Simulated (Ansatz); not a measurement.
Input and output for `CCO[Si](C)(C)OCC`.

```yaml
crystal:
  periodic: [false, false, false]
  atoms:
    - {symbol: C, position_ang: [1.746372, -0.515831, -2.677861]}
    - {symbol: C, position_ang: [0.824896, 0.360889, -1.865905]}
    - {symbol: O, position_ang: [-0.183144, -0.434000, -1.276503]}
    - {symbol: Si, position_ang: [-1.126601, 0.069728, -0.023226]}
    - {symbol: C, position_ang: [-2.242182, -1.369887, 0.337230]}
    - {symbol: C, position_ang: [-2.036444, 1.636807, -0.427445]}
    - {symbol: O, position_ang: [-0.182114, 0.454510, 1.270744]}
    - {symbol: C, position_ang: [0.692081, -0.459102, 1.900478]}
    - {symbol: C, position_ang: [1.689048, 0.297790, 2.743243]}
    - {symbol: H, position_ang: [1.186494, -1.042462, -3.453373]}
    - {symbol: H, position_ang: [2.523092, 0.084930, -3.157498]}
    - {symbol: H, position_ang: [2.228486, -1.260161, -2.040476]}
    - {symbol: H, position_ang: [1.393908, 0.892350, -1.091365]}
    - {symbol: H, position_ang: [0.365455, 1.122274, -2.509822]}
    - {symbol: H, position_ang: [-2.893445, -1.158304, 1.188874]}
    - {symbol: H, position_ang: [-2.872504, -1.595950, -0.526132]}
    - {symbol: H, position_ang: [-1.660617, -2.266307, 0.566124]}
    - {symbol: H, position_ang: [-2.671473, 1.506323, -1.307176]}
    - {symbol: H, position_ang: [-2.670433, 1.942040, 0.408439]}
    - {symbol: H, position_ang: [-1.337916, 2.452868, -0.628126]}
    - {symbol: H, position_ang: [1.215519, -1.066430, 1.149925]}
    - {symbol: H, position_ang: [0.114242, -1.148932, 2.529468]}
    - {symbol: H, position_ang: [2.287158, 0.967579, 2.121640]}
    - {symbol: H, position_ang: [2.362764, -0.394407, 3.254352]}
    - {symbol: H, position_ang: [1.174057, 0.899488, 3.494891]}
basis:
  gaussian: {orbitals: aug-pcseg-2}
hamiltonian: {xc: {name: B2PLYP}, pseudopotentials: {relativity: scalar}}
```

```sh
$ ansatz run in.yaml --threads 4 --pin off --events-out ev --progress --plain --max-ram 66560MiB --backend cuda --devices 0, --max-vram 37GiB
```

Shortened log:

```
Functional definition: B2PLYP
4664 factors; integrals over basis functions are off by at most 8.5e-4 eV
mean field evaluation 1: about -18439.7375 eV, gradient 8.8e1 eV
mean field evaluation 2: about -18439.8876 eV, gradient 8.8e1 eV
mean field evaluation 4: about -18455.9098 eV, gradient 1.0e1 eV
mean field evaluation 8: about -18456.1008 eV, gradient 1.3e-1 eV
mean field evaluation 16: about -18456.1009 eV, gradient 1.5e-5 eV
mean field -18456.10086293 eV, -678.2491967183 hartree, gradient 9.5e-6 eV, S^2 0.000000; 0 other end points of the search recorded, 0 dependent functions left out
13 core orbitals not correlated: weight in the atoms' cores, before any rotation towards them, 1.000 or more for the frozen orbitals, at most 0.000 for the correlated occupied ones
reference -18456.10115835 eV, -678.2492075746 hartree; 28, 28 occupied and 745, 745 virtual orbitals, 4664 factors
second order -54.06931519 eV of doubles, -0.00000000 eV of singles
Total energy: -18470.69987345 eV, -678.7857004591 hartree
Relativity: scalar
```

Run time 12 s (4 threads of an AMD EPYC 7R13 on a shared host and a share of an NVIDIA H100 80 GB); peak host memory 10 GiB.
